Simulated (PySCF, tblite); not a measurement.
C₆H₁₃B (charge +1 and doublet state).
Atom-mapped SMILES: `[CH2+:1][CH:2][B:3]([CH3:4])[CH2:5][CH2:6][CH3:7]` (hydrogens: H8, H9 on C1; H10 on C2; H11, H12, H13 on C4; H14, H15 on C5; H16, H17 on C6; H18, H19, H20 on C7)

Structure used (GFN2-xTB), in Å, numbered top down from 1:
```
atom  x, y, z in Å
C1    -2.600    1.506    0.371
C2    -2.105    0.687   -0.546
B3    -0.975   -0.371   -0.390
C4    -1.117   -1.891   -0.586
C5     0.393    0.386   -0.031
C6     1.622   -0.315   -0.602
C7     2.852    0.471   -0.149
H8    -2.142    1.658    1.337
H9    -3.531    2.034    0.219
H10   -2.530    0.674   -1.548
H11   -0.473   -2.485    0.061
H12   -0.838   -2.160   -1.608
H13   -2.135   -2.252   -0.444
H14    0.410    1.439   -0.309
H15    0.387    0.348    1.066
H16    1.671   -1.343   -0.245
H17    1.594   -0.331   -1.691
H18    2.859    1.484   -0.543
H19    2.916    0.513    0.935
H20    3.735   -0.042   -0.531
```

Jobs on this species (20 atoms, 53 electrons) with PySCF (density fitting) and tblite. Hardware of each: one thread of an Intel Xeon at 2.70 GHz, no GPU, shared host. Other jobs ran on the host; a repeat could differ by tens of per cent or more.

```tsv
level and settings	work	basis functions	SCF cycles	wall time
UKS B3LYP, pcH-1 on B C H, non-relativistic, mean-field spin-orbit, GIAO	unrestricted SCF, g, hyperfine, density and orbital grids written	305	?	?
GFN2-xTB	Hessian by finite differences	–	–	0.86 s
GFN2-xTB	L-BFGS relaxation	–	–	1.7 s
```

Task: Fill in the missing figures.

Result: 
- UKS B3LYP, pcH-1 on B C H, non-relativistic, mean-field spin-orbit, GIAO; unrestricted SCF, g, hyperfine, density and orbital grids written: 2.0 min, 15 SCF cycles

Task: What do all jobs in the table cost together?

Result: About 2.0 min; the longest takes about 98 % of that, and about 140 times as long as the shortest.
